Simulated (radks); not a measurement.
Task: Species: the niobium ion Nb21+. Configuration: [Ar] 3d2 (the NIST ground configuration). All-electron calculation, scalar-relativistic Kohn-Sham, LDA (Slater exchange, Perdew-Wang correlation), spin-unpolarised, spherical densities, point nucleus. Program: a radial shooting solver on a logarithmic mesh with Libxc functionals. Some entries of the table are withheld. Estimate them.

orbital,occ.,eigenvalue (hartree),r(max) (bohr)
1s,2,-720.3592,0.02352
2s,2,-126.4244,(1)
2p,6,(2),(3)
3s,2,-41.39171,0.3763
3p,6,(4),(5)
3d,2,-33.24028,(6)

Result: 
(1) 2s r(max) (bohr): 0.1331
(2) 2p eigenvalue (hartree): -116.2927
(3) 2p r(max) (bohr): 0.1063
(4) 3p eigenvalue (hartree): -38.09438
(5) 3p r(max) (bohr): 0.3651
(6) 3d r(max) (bohr): 0.2991
